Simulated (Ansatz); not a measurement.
Consider the redistribution: `CB(S)S` + `Br[SiH2]Br` → `SB(S)Br` + `C[SiH2]Br`.

Calculated with Ansatz (gas phase, PBE0-D4/def2-TZVP geometries, no zero-point term in ΔE). CCSD(T)/CBS is the MP2 limit (def2-TZVPP, def2-QZVPP) plus CCSD(T) − MP2 in def2-TZVPP, frozen cores. This one scheme is used for every species. For Br outer-core shells are correlated without core-valence functions, which leaves a few kJ/mol of doubt a bond. Scalar relativity is left out up to krypton. Each species was taken in one conformer, which may not be the lowest.

| species | SCS-MP2/def2-TZVPP energy (Eh) |
| --- | --- |
| `CB(S)S` | -861.28133 |
| `Br[SiH2]Br` | -5435.67801 |
| `SB(S)Br` | -3394.16318 |
| `C[SiH2]Br` | -2902.78912 |

Q: Work out ΔE.

A: ΔE = (-3394.16318) + (-2902.78912) − (-861.28133) − (-5435.67801) = 0.00704 Eh = +4.4 kcal/mol. CCSD(T)/CBS gives +5.3 kcal/mol.

Largest T1 diagnostic among the species: 0.013.

In def2-TZVPP, CCSD(T) changes the Hartree–Fock value by −2.8 kcal/mol (the triples alone add −0.5 kcal/mol) and MP2 by −3.3 kcal/mol.
